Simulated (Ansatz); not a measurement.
H8OSi4 can be A, `O[Si@@H]1[SiH2][Si@H]1[SiH3]`, or B, `[SiH3][SiH]1O[SiH2][SiH2]1`.

Computed with Ansatz on PBE0-D4/def2-TZVP structures; ΔE is electronic, products minus reactants. CCSD(T)/CBS is the MP2 limit (def2-TZVPP, def2-QZVPP) plus CCSD(T) − MP2 in def2-TZVPP, frozen cores. Functionals use def2-TZVPP. B3LYP here is the variant with VWN-RPA as its local correlation; programs differ in this. One conformer a species, not always the lowest.

(1) Which is lower in electronic energy at CCSD(T)/CBS, and by how much? (Best estimate.)

(2) Give E(B) − E(A) in kcal/mol with PBE0-D4, B3LYP-D4, ωB97M-V, PBE-D4, HF/def2-TZVPP, r2SCAN-D4, CCSD/def2-TZVPP. (Estimate.)

Largest T1 diagnostic: 0.015.

Answers

(1) Computed: B, by 34.3 kcal/mol.

(2) Computed: PBE0-D4 -30.7, B3LYP-D4 -35.0, ωB97M-V -35.3, PBE-D4 -28.5, HF/def2-TZVPP -41.3, r2SCAN-D4 -31.6, CCSD/def2-TZVPP -35.8. None reverses the order clearly.

From PBE to PBE0 (25 % exact exchange), in def2-TZVPP and without D4, E(B) − E(A) moves by −2.3 kcal/mol. In def2-TZVPP, CCSD(T) changes the Hartree–Fock value by +6.8 kcal/mol (the triples alone add +1.3 kcal/mol) and MP2 by +6.1 kcal/mol.
